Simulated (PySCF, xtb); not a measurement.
Br₂Mg, SMILES [Br][Mg-][Br], charge -1, multiplicity 2.

Harmonic wavenumbers (cm⁻¹) from GFN2-xTB (xtb) at its own minimum, in rising order: 30, 125, 186.

### Question
What does B3LYP-D3(BJ)/def2-SVPD (PySCF 2.14.0) give at its own minimum? (An estimate is asked for; the answer gives what the named calculation found.)

### Answer
63, 228, 305. Paired by order, the mean absolute difference is 85 cm⁻¹ and the zero-point energies are 0.5 and 0.9 kcal/mol.
